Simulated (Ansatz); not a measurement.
`C[SiH](F)Cl` → `CF` + `[SiH]Cl` at 500 K and 1 bar (silylene formation by 1,1-elimination).

Calculated with Ansatz (gas phase, PBE0-D4/def2-TZVP geometries, no zero-point term in ΔE). CCSD(T)/CBS adds triple-zeta CCSD(T) − MP2 to the extrapolated MP2 energy (def2 sets, frozen cores). This one scheme is used for every species.

```csv
species,CCSD(T)/CBS energy (Eh),H − E (kJ/mol),S (J/(mol·K))
`C[SiH](F)Cl`,-889.24457,169.6,369.4
`CF`,-139.63461,122.2,244.8
`[SiH]Cl`,-749.43948,39.6,274.0
```

H − E and S are ideal-gas, rigid-rotor, harmonic terms from PBE0-D4/def2-TZVP, for one conformer and one mirror image of each species. 1 Eh = 2625.50 kJ/mol, R = 8.31446 J/(mol·K).

Q: By hand: ΔE, ΔH, ΔS and ΔG.

A: ΔE = (-139.63461) + (-749.43948) − (-889.24457) = 0.17048 Eh = 447.6 kJ/mol. Δ(H − E) = 122.2 + 39.6 − 169.6 = -7.8, so ΔH = 439.8 kJ/mol. ΔS = 244.8 + 274.0 − 369.4 = 149.4 J/(mol·K). ΔG = 439.8 − 500 × (149.4)/1000 = 365.1 kJ/mol.

Q: By hand: the equilibrium constant, and the temperature at which ΔG would vanish if ΔH and ΔS stayed fixed.

A: log₁₀ K = −ΔG/(RT ln 10) = -38.1. ΔG = 0 at ΔH/ΔS = 2944 K, far beyond where these terms or the molecules hold.

The number of gas molecules changes by +1, which sets the sign of ΔS. A doubt of 5 kJ/mol in ΔE shifts log₁₀ K by 0.5 here. Other conformers and mirror images would add mixing entropy, several J/(mol·K) or more a flexible species. These are equilibria of isolated gas molecules and say nothing of rates. Largest T1 diagnostic: 0.013 (customary marks: 0.02 for closed shells, 0.045 for open ones).
